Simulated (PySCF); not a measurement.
Method: PySCF energies plus ideal-gas RRHO corrections (1 bar). The comparison is the NASA 1993 polynomial table, which mixes measured and estimated data. All species are closed-shell singlets. Br: all electrons, no relativistic terms. The harmonic model lacks anharmonicity and excited electronic states, which grow with temperature; levels with a mode under 35 cm⁻¹ are left out. The table's entry may be an old estimate for NaBr (not checked at source).

Harmonic frequencies at PBE/def2-SVP (cm⁻¹): 297. Point group C∞v; S°(298 K) = 241.1 J/mol/K at this level.

**Question.** Work out Cp and S° of gaseous NaBr at 500, 800, 1200, 1600, 2000 K from these, and set them beside the table.

**Answer.** 
```tsv
T (K)	Cp PBE/def2-SVP	Cp table	S° PBE/def2-SVP	S° table
500	36.9	37.3	260.0	260.3
800	37.2	37.8	277.4	277.9
1200	37.3	38.3	292.5	293.4
1600	37.4	38.6	303.3	304.4
2000	37.4	38.9	311.6	313.1
```
Units J/mol/K.
